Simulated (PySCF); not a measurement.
# Basis and Hamiltonian dependence of the ionisation energy of P²⁺

P²⁺ [Ne] 3s2 3p1 (2P) → P³⁺ [Ne] 3s2 (1S). All values are computed (PySCF 2.14, energy differences of UHF-based or UKS calculations, no spin-orbit coupling). Values in eV.

```tsv
basis	Hamiltonian	functions	UHF	r2SCAN	PBE0	MP2 (valence)	CCSD(T) (valence)	CCSD(T) (valence and next inner shell)
cc-pV(D+d)Z	non-relativistic	23	29.562	n/a	n/a	29.743	29.883	n/a
ANO-RCC-VTZP	spin-free X2C	34	29.583	30.372	30.258	29.867	30.024	30.013
def2-TZVP	non-relativistic	37	29.590	n/a	n/a	29.860	30.014	n/a
def2-TZVPPD	non-relativistic	48	29.599	30.386	30.288	29.887	30.043	30.049
aug-cc-pVTZ-DK	spin-free X2C	50	29.566	30.356	30.247	29.864	30.014	n/a
x2c-TZVPPall with one added diffuse shell each of s, p, d type	spin-free X2C	51	29.585	30.366	30.270	29.874	30.031	30.037
dyall-v3z	spin-free X2C	68	29.573	n/a	n/a	29.868	30.016	n/a
aug-cc-pCVTZ-DK	spin-free X2C	75	29.572	30.363	30.250	29.873	30.030	30.055
aug-cc-pwCVTZ	non-relativistic	75	29.584	30.374	30.261	29.886	30.043	30.083
x2c-QZVPPall with one added diffuse shell each of s, p, d, f type	spin-free X2C	86	29.580	30.366	30.255	29.912	30.058	30.070
dyall-acv3z	spin-free X2C	113	29.579	30.362	30.255	29.884	30.039	n/a
aug-cc-pV(Q+d)Z with one added diffuse shell each of s, p, d, f, g type	non-relativistic	114	29.589	30.381	30.269	29.916	n/a	n/a
aug-cc-pCVQZ-DK	spin-free X2C	134	29.581	30.368	30.257	29.914	n/a	n/a
aug-cc-pV(5+d)Z	non-relativistic	136	29.591	30.380	30.268	29.936	n/a	n/a
```

Extrapolation of MP2 (valence) from aug-cc-pCVTZ-DK and aug-cc-pCVQZ-DK: the correlation parts are 0.300 and 0.333 eV; with the X⁻³ form and unrounded values, (4³ × 0.333 − 3³ × 0.300)/(4³ − 3³) = 0.356 eV, and adding the Hartree-Fock value 29.581 eV of the larger basis gives 29.937 eV.

Frozen in the all-electron rows: valence: [Ne]; valence and next inner shell: 1s2.

Between the lowest levels the reference is 30.203 eV (measured; NIST Atomic Spectra Database, ionization energies); it includes spin-orbit coupling, which these numbers lack.
